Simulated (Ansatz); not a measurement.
Geometry optimisation, Ansatz 0.2.0, RKS revPBE-D4/def2-SVP.

input.yaml

```yaml
crystal:
  periodic: [false, false, false]
  atoms:
    - { symbol: W, position_ang: [0.164085, -0.373943, 0.032644] }
    - { symbol: F, position_ang: [0.016285, -0.261973, 1.905167] }
    - { symbol: O, position_ang: [1.989751, -0.230044, -0.525392] }
    - { symbol: H, position_ang: [2.5173, -0.929652, -0.072409] }
    - { symbol: H, position_ang: [0.252741, 0.880227, -1.085972] }
    - { symbol: H, position_ang: [-0.837012, 0.973722, 0.232966] }
    - { symbol: F, position_ang: [-0.286023, -2.185148, -0.312597] }
    - { symbol: H, position_ang: [-1.062747, -0.247779, -1.120411] }
    - { symbol: Br, position_ang: [1.685506, 2.563981, 1.83993] }
    - { symbol: H, position_ang: [0.804314, 1.590409, 2.576475] }
basis:
  gaussian: { orbitals: def2-SVP }
hamiltonian:
  xc: revpbe
  dispersion: d4
relax:
  f_tol: 0.03
  max_steps: 50
output:
  orbitals: {}
```

Launched with:

```bash
$ ansatz run input.yaml --threads 4 --pin off --max-ram 5120MiB --backend cpu --events-out ev --progress --plain --runs-dir out
```

Problem. Where does it end, and by what steps?

Solution. The run converged. The force dipped under the threshold on the way, but the program's further checks kept it going. After 11 steps the energy has fallen by 0.073 eV; Br9 moved furthest, 0.42 Å.

| step | energy less start (eV) | largest force component (eV/Å) | accepted |
| --- | --- | --- | --- |
| 0 | 0.0000 | 0.970 | yes |
| 1 | -0.0669 | 0.153 | yes |
| 2 | -0.0680 | 0.089 | yes |
| 3 | -0.0695 | 0.031 | yes |
| 4 | -0.0698 | 0.023 | yes |
| 5 | -0.0704 | 0.035 | yes |
| 6 | -0.0710 | 0.075 | yes |
| 7 | -0.0715 | 0.058 | yes |
| 8 | -0.0722 | 0.025 | yes |
| 9 | -0.0726 | 0.044 | yes |
| 10 | -0.0722 | 0.062 | no |
| 11 | -0.0727 | 0.019 | yes |

```xyz
10
Properties=species:S:1:pos:R:3
W 0.163 -0.431 -0.016
F 0.136 -0.248 1.888
O 1.983 -0.326 -0.603
H 2.514 -1.011 -0.129
H 0.266 0.805 -1.149
H -0.768 0.959 0.212
F -0.386 -2.218 -0.334
H -1.097 -0.249 -1.122
Br 1.601 2.823 2.158
H 0.832 1.676 2.566
```

Whether the end is a true minimum wasn't checked by a vibrational analysis.

The run took 23 s on 4 threads of Arm Neoverse V2, on a shared host, peak memory 0.2 GiB.
